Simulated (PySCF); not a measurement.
Ionisation energy of Sc²⁺ by level of theory

Sc²⁺ [Ar] 3d1 (2D) → Sc³⁺ [Ar] (1S), as a difference of total energies. Calculation: PySCF 2.14, in aug-cc-pwCVTZ-DK with one added diffuse shell each of s, p, d, f, g type (11s10p8d5f4g, 152 functions); scalar relativity by spin-free X2C-1e. The calculations carry no spin-orbit coupling.

```json
{"method": "UHF", "ionisation energy (eV)": "23.859", "difference from reference (eV)": "-0.898"}
{"method": "PBEsol", "ionisation energy (eV)": "25.224", "difference from reference (eV)": "+0.467"}
{"method": "B3LYP", "ionisation energy (eV)": "25.355", "difference from reference (eV)": "+0.598"}
{"method": "r2SCAN0", "ionisation energy (eV)": "25.069", "difference from reference (eV)": "+0.312"}
```

Reference: 24.757 eV (measured; NIST Atomic Spectra Database, ionization energies).

The reference lies between the lowest fine-structure levels, while these numbers refer to the centres of the terms.
